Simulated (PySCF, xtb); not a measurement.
CH3ClF2Si, SMILES C[Si](F)(F)Cl.

Harmonic wavenumbers (cm⁻¹) from GFN2-xTB run with xtb at its own minimum, in rising order: 77, 142, 152, 204, 231, 260, 511, 753, 814, 835, 875, 884, 1384, 1457, 1461, 3040, 3042, 3049.

What does PBE-D3(BJ)/def2-SVP run with PySCF 2.14.0 give at its own minimum? (Estimate from the structure and the level; the computed values follow.)

129, 173, 191, 245, 282, 319, 525, 712, 761, 786, 888, 949, 1233, 1373, 1376, 2990, 3094, 3098. Paired by order, the mean absolute difference is 54 cm⁻¹ and the zero-point energies are 27.4 and 27.3 kcal/mol.
